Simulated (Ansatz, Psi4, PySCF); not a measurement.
Cl2Si, singlet, at a GFN2-xTB geometry. Base run: REVPBE/6-31G* in PySCF.

PySCF was given this input:
```python
from pyscf import gto, scf, dft

mol = gto.M(
    atom='''
Si    0.00085030    0.00527408    0.92381323
Cl    1.01602194    1.21319412   -0.38826774
Cl   -1.01672219   -1.21753748   -0.37251962
''',
    basis='6-31g*',
    verbose=4,
)

mf = dft.RKS(mol)
mf.xc = 'revpbe'
mf.kernel()
```

The same geometry, method and basis name were run in Ansatz (a first-principles code) and Psi4 and PySCF, at each program's defaults and at the settings that a row names. The base is PySCF at its defaults. Differences at the defaults can come from grids, fitting, cores and function types together.

```json
[
 {"code and settings": "PySCF, defaults (exact integrals, its default grid, spherical functions)", "ΔE vs base (mEh)": "0.000", "basis functions": "54", "E (Eh)": "-1209.66462", "SCF cycles": "9", "dipole (D)": "0.79"},
 {"code and settings": "Psi4, defaults (density fitting with its default set, its default grid, Cartesian functions)", "ΔE vs base (mEh)": "-8.236", "basis functions": "57", "E (Eh)": "-1209.67286", "SCF cycles": "7", "dipole (D)": "0.79"},
 {"code and settings": "Ansatz, defaults (factorised integrals, its default grid, Cartesian functions)", "ΔE vs base (mEh)": "-8.138", "basis functions": "57", "E (Eh)": "-1209.67276", "SCF cycles": "-", "dipole (D)": "-"},
 {"code and settings": "PySCF, density fitting with def2-universal-jkfit", "ΔE vs base (mEh)": "-0.046", "basis functions": "54", "E (Eh)": "-1209.66467", "SCF cycles": "9", "dipole (D)": "0.79"},
 {"code and settings": "PySCF, fine grid", "ΔE vs base (mEh)": "0.001", "basis functions": "54", "E (Eh)": "-1209.66462", "SCF cycles": "9", "dipole (D)": "0.79"},
 {"code and settings": "Psi4, exact integrals, spherical functions, fine grid", "ΔE vs base (mEh)": "0.007", "basis functions": "54", "E (Eh)": "-1209.66462", "SCF cycles": "9", "dipole (D)": "0.79"},
 {"code and settings": "Ansatz, high accuracy, Cartesian functions as the basis file defines them", "ΔE vs base (mEh)": "-8.138", "basis functions": "57", "E (Eh)": "-1209.67276", "SCF cycles": "-", "dipole (D)": "-"}
]
```
